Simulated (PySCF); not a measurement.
C2H9NOSi2, SMILES [SiH3]/N=C\CO[SiH3].

The structure is a stationary point at r2SCAN-D4/def2-SVP. The structure was generated by enumeration; whether it is a known compound was not checked. Other conformers were not sampled.

These are PBE0/def2-TZVP (PySCF) values and carry that method's errors.

The total energy is -790.20141 hartree and the highest occupied level comes out as -7.01 eV. The lowest empty level is -1.12 eV and the orbital gap is 5.89 eV. The dipole moment is 0.260 e·Å, the quadrupole, principal values (traceless, Buckingham form, about the centre of nuclear charge) comes out as -5.92, 0.98, 4.94 D·Å and the mean static polarisability is 88.2 bohr³ (13.06 Å³). The polarisability, principal values is 73.1, 77.8, 113.6 bohr³.
